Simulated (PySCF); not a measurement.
# Hg (mercury, neutral) across methods

[Xe] 4f14 5d9 6s2 6p1, one real determinant (an excited configuration). Computed with PySCF 2.14 in aug-cc-pVTZ-PP with one added diffuse shell each of s, p, d, f, g type with ECP60MDF (7s7p6d4f3g, 113 functions), with scalar relativity through the core potential. The B2PLYP total includes its PT2 part (frozen core); its orbital energies are those of the SCF part.

```tsv
method	E (hartree)	mean ε 6s α (eV)	mean ε 6s β (eV)	mean ε 6p α (eV)	Σ⟨r²⟩ (bohr²)	⟨S²⟩
LDA	-152.9266	-9.716	-9.046	-2.916	62.97	2.001
B2PLYP	-152.9612	-11.273	-10.043	-4.181	63.30	2.003
r2SCAN	-153.2178	-9.725	-8.799	-3.047	62.48	2.004
PBE	-153.1873	-9.434	-8.677	-2.845	63.33	2.001
UHF	-152.22337	-12.699	-10.744	-5.423	63.73	2.008
wB97X-V	-153.1138	-12.682	-11.622	-5.360	62.52	2.003
PBE0	-153.1491	-10.459	-9.432	-3.601	62.83	2.002
M06	-153.1592	-10.231	-9.720	-3.191	64.14	2.001
```

⟨L²⟩ = 8.00 against 12 for a pure F term, so this real determinant mixes terms. Energies and moments cover only the electrons outside the core potential. Spin-orbit coupling, absent here, splits the open shell strongly.
